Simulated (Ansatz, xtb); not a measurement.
C5H9NOSi: 8 structures ranked

8 gas-phase structures of C5H9NOSi, from a drawn sample of its isomers (lower ones may exist). Each was relaxed with GFN2-xTB; where two conformers were screened, the lower at r2SCAN-D4/def2-SVP is listed:

A. `CO[Si@@H]1C=CC(N)=C1`, a singlet
B. `COC1=C[SiH2]C=C1N`, a singlet
C. `CO[Si@@H]1C=CC=C1N`, a singlet
D. `COC1=CC(N)=C[SiH2]1`, a singlet
E. `COC1=C[Si@@H](N)C=C1`, a singlet
F. `COC1=CC=C[Si@@H]1N`, a singlet
G. `COC1=C[SiH2]C(N)=C1`, a singlet
H. `COC1=C(N)C=C[SiH2]1`, a singlet

Task: Which do you expect lowest at r2SCAN-D4/def2-SVP, and how would the others follow?

Result: Calculated order at r2SCAN-D4/def2-SVP: A (0.000), C (0.158), E (0.372), F (0.616), B (0.826), G (1.009), D (1.114), H (1.386) eV.

Energies above the lowest of each column, in eV; the last columns are at B3LYP-D3(BJ)/def2-SVP geometries and were run for some of them only (a dash: not run or not comparable):

| structure | GFN2-xTB | HF/STO-3G | r2SCAN-D4/def2-SVP | B3LYP-D3(BJ)/def2-SVP | CCSD(T)/def2-SVP + ΔMP2/def2-TZVPP |
| --- | --- | --- | --- | --- | --- |
| A | 0.000 | 0.294 | 0.000 | 0.000 | 0.000 |
| C | 0.058 | 0.394 | 0.158 | 0.132 | 0.231 |
| E | 0.681 | 0.000 | 0.372 | 0.470 | 0.411 |
| F | 0.750 | 0.064 | 0.616 | 0.689 | 0.703 |
| B | 0.815 | 0.590 | 0.826 | 0.948 | 1.230 |
| G | 0.884 | 0.651 | 1.009 | 1.117 | – |
| D | 0.879 | 0.667 | 1.114 | – | – |
| H | 1.075 | 0.872 | 1.386 | – | – |

CCSD(T)/def2-SVP + ΔMP2/def2-TZVPP puts A lowest of those it was run on; HF/STO-3G picks E. Flexible structures stand in one conformer each, not always the lowest. Frequencies (GFN2-xTB) were run for A, B, C, E, F alone. The ΔMP2 step shifts differences by up to 0.253 eV, which makes them less sure. ΔMP2 is the change of the MP2 energy from the smaller to the larger basis.

Over these structures GFN2-xTB departs from r2SCAN-D4/def2-SVP by 0.150 eV on average once a common shift is removed. A GFN2-xTB relaxation took about 0.15 s and the r2SCAN-D4/def2-SVP energy about 5.1 s on a shared host (Ansatz 0.2.0, xtb 6.7.1).
